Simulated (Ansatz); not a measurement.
The same path of Cl2FH3OSi + FH (10 atoms, charge 0, multiplicity 1) was run twice with different band settings.

Method: Ansatz 0.2.0, RKS LDA/6-31G*.

Relaxed end points:

```xyz
10
Properties=species:S:1:pos:R:3
Si -0.589 0.597 -0.517
O -0.382 -0.699 0.736
Cl 0.426 0.233 -2.271
Cl -2.398 -0.497 -1.017
H -1.295 1.880 -0.276
H 1.743 0.285 0.649
F 0.836 1.238 0.251
H 0.643 -0.912 0.964
F 1.980 -0.655 0.970
H -0.963 -1.471 0.511
```

```xyz
10
Properties=species:S:1:pos:R:3
Si -0.673 0.651 -0.509
O -0.243 -1.036 0.410
Cl 0.170 -0.224 -2.217
Cl -2.645 0.182 -0.078
H -0.896 2.009 -1.086
H 1.546 0.436 1.122
F 0.360 1.236 0.679
H 0.738 -1.039 0.725
F 2.020 -0.426 1.164
H -0.377 -1.789 -0.211
```

Common settings: movable images 5; climbing image yes; spring 5.0 eV/Å²; optimiser quadratic models (default); start path through a guess of the saddle point; force threshold 0.05 eV/Å; end points relaxed.

| run | iteration limit |
| --- | --- |
| 1 | 60 |
| 2 | 10 |

What does each run give, and how far can it be trusted?

Run 1: converged after 14 iterations, highest image 0.090 eV above the first end. A vibrational analysis at the climbing image gives one clearly imaginary mode, 67i cm⁻¹: a first-order saddle point.
Run 2: not converged after 10 iterations, highest image 0.091 eV above the first end. The band didn't meet its force threshold, so its energies are provisional: the largest band force was still 0.39 eV/Å, and over the last iterations the top moved between 0.09 and 0.17 eV.
